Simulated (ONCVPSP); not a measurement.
## phosphorus: excitation energies, all-electron against ONCV

- Element: phosphorus (P)
- Generator: ONCVPSP 4.0.1
- Type: optimised norm-conserving Vanderbilt (ONCV)
- Functional: PBE
- Relativity: scalar-relativistic
- Frozen core: [Ne]
- Valence charge: 5
- Reference configuration: 3s2 3p3
- Partial waves: 3s: rc 1.35 bohr, ncon 5, nbas 8, qcut 5.6 1/bohr, 2 projectors, debl 2.3 Ha; 3p: rc 1.35 bohr, ncon 4, nbas 7, qcut 6.2 1/bohr, local; d scattering state at 0.2 Ha: rc 1.45 bohr, ncon 4, nbas 7, qcut 6 1/bohr, 3 projectors, debl 2.1 Ha
- Local potential: the p channel
- Core correction: polynomial model core, fcfact 0.55

Energies are relative to the spin-unpolarised reference configuration 3s2 3p3; without spin polarisation the order of configurations can differ from experiment.

```json
{"valence configuration": "3s2 3p2", "charge": "+1", "ΔE all-electron (eV)": "9.730", "error AE − PS (meV)": "+1.9"}
{"valence configuration": "3s2 3p1", "charge": "+2", "ΔE all-electron (eV)": "28.877", "error AE − PS (meV)": "+12"}
{"valence configuration": "3s2 3p0", "charge": "+3", "ΔE all-electron (eV)": "58.616", "error AE − PS (meV)": "+32"}
```

(1) What are ΔE and the potential's error for 3s1 3p0?

Note: ghosts flagged at negative energy: s at -59.8 eV; no localised positive-energy state flagged. A true bound ghost makes a file unfit for plane-wave use.

## Answers

(1) ΔE = 110.621 eV all-electron; the error (AE − PS) is +92 meV.
